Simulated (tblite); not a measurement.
Compound: C5H14N2Si.
Structure used (GFN2-xTB), in Å, numbered top down from 1:
```xyz
22
C5H14N2Si angstrom
C     -1.837   -1.266    0.050
C     -1.237    0.063    0.524
C     -2.040    1.230   -0.040
N      0.151    0.202    0.164
C      1.110   -0.496    0.991
C      2.495   -0.127    0.467
N      2.355   -0.032   -0.969
Si     0.782    0.516   -1.404
H     -1.790   -1.320   -1.034
H     -2.875   -1.346    0.365
H     -1.285   -2.106    0.464
H     -1.297    0.098    1.623
H     -3.065    1.193    0.321
H     -1.593    2.173    0.265
H     -2.047    1.187   -1.126
H      0.994   -0.193    2.039
H      0.974   -1.585    0.935
H      2.818    0.825    0.910
H      3.233   -0.894    0.728
H      3.189    0.273   -1.440
H      0.608    1.944   -1.702
H      0.349   -0.318   -2.532
```

Level: GFN2-xTB in tblite, geometry and Hessian alike; calculated harmonic values, unscaled, isolated species. Errors from tens to a few hundred cm⁻¹ against measured bands are possible. Modes of hydrogen on silicon can be 10 to 20 % off. One conformer, not necessarily the lowest.

Harmonic wavenumbers (cm⁻¹): 57.1, 88.3, 171.7, 184.1, 198.5, 209.3, 246.2, 313.6, 405.7, 413.7, 479.3, 521.9, 537.5, 562.9, 606.7, 674.7, 726.7, 828.0, 860.1, 890.1, 915.6, 936.5, 969.0, 993.5, 1050.1, 1082.1, 1117.3, 1134.9, 1155.6, 1173.8, 1181.2, 1209.9, 1253.1, 1265.2, 1313.7, 1322.0, 1350.3, 1373.7, 1393.0, 1408.2, 1485.4, 1489.2, 1493.4, 1497.1, 1502.1, 1505.4, 2178.8, 2230.6, 2845.1, 2858.1, 2861.0, 2910.0, 2925.6, 3028.5, 3034.0, 3037.7, 3041.5, 3044.7, 3046.5, 3489.9.

A = 2957, B = 1257, C = 1077 MHz; mass 130.093 u (most abundant isotopes); point group C1, symmetry number 1.

**Question.** Zero-point energy?

**Answer.** ½Σν̃ = 41040 cm⁻¹ = 117.34 kcal/mol.

**Question.** Give the ideal-gas entropy at 298.15 K and 1 bar in the rigid-rotor, harmonic-oscillator model (classical rotation).

**Answer.** Translation 40.53, rotation 28.78, vibration 27.22: S = 96.5 cal/(mol K).

**Question.** And Cp and H(298.15 K) − H(0)?

**Answer.** Cp = 40.01 cal/(mol K), of which vibrations give 32.06 (their classical limit is 60 R = 119.2); H(298.15 K) − H(0) = 6.91 kcal/mol without the zero-point energy, 4.54 from vibrations.

**Question.** How do the functions run with temperature in this model?

**Answer.** 
```
T (K)  S (cal/(mol K))  Cp (cal/(mol K))  H − H(0) (kcal/mol)  G − H(0) (kcal/mol)  ln q(vib)
  100             67.3              17.9                 1.21                -5.51       1.23
  200             83.0              28.7                 3.54               -13.05       3.56
  300             96.8              40.2                 6.98               -22.05       6.08
  500            122.6              62.0                17.29               -44.02      11.36
  800            156.9              83.9                39.44               -86.09      19.33
 1000            176.7              93.5                57.23              -119.50      24.42
```

q(vib) and H(0) count from the zero-point level.

**Question.** What must be added to the electronic energy to get the Gibbs energy at 298.15 K and 1 bar?

**Answer.** ZPE + [H(298.15 K) − H(0)] − T·S = 117.34 + 6.91 − 28.78 = 95.47 kcal/mol.

**Question.** Blend soft modes into free rotors: weight 1/[1 + (100 cm⁻¹/ν̃)⁴] for the oscillator and the rest for a rotor with moment μB/(μ + B), μ = h/(8π²ν), B = 10⁻⁴⁴ kg m². What vibrational entropy results?

**Answer.** 25.75 cal/(mol K) in place of 27.22, which changes −T·S at 298.15 K by +0.44 kcal/mol.

**Question.** Which modes carry the vibrational entropy at 298.15 K?

**Answer.** 57.1 cm⁻¹: 4.55; 88.3 cm⁻¹: 3.70; 171.7 cm⁻¹: 2.42; 184.1 cm⁻¹: 2.29; 198.5 cm⁻¹: 2.15; 209.3 cm⁻¹: 2.05 cal/(mol K); the other 54 give 10.07 together.

Hindered rotation and anharmonicity are outside this model. Other conformers, if any are populated, would add a mixing term that is left out. The structure is chiral; the term R ln 2 for an equal mix with its mirror image is left out.
